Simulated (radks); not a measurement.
The numbers below are computed, except where a source is named.
The mean radii <r> (bohr) of the occupied orbitals of an atom or ion are listed with their occupations. Level of theory: Dirac Kohn-Sham, PBEsol, spin-unpolarised, spherical densities, finite nucleus; Fermi nuclear charge, rms radius of each element as measured or else 0.836 A^(1/3) + 0.57 fm (a radial shooting solver on a logarithmic mesh with Libxc functionals).

orbital  occ.      <r>
1s1/2       2  0.04410
2s1/2       2   0.1958
2p1/2       2   0.1686
2p3/2       4   0.1724
3s1/2       2   0.5741
3p1/2       2   0.5822
3p3/2       4   0.5927
3d3/2       4   0.6241
3d5/2       6   0.6283
4s1/2       2    1.639
4p1/2       1    1.861

Name the element and its charge. Open shells, if any, fill j = l - 1/2 first.

Answer. Z = 34, selenium, charge +3: Se3+ in [Ar] 3d10 4s2 4p1. The 1s radius gives Z: for a bare nucleus <r> = (2 gamma + 1)/(2Z) with gamma = sqrt(1 - (Z/c)^2), 0.0432 bohr for Z = 34, and screening makes it slightly larger (0.04410 here). The occupations add up to 31, and the charge is Z minus that.
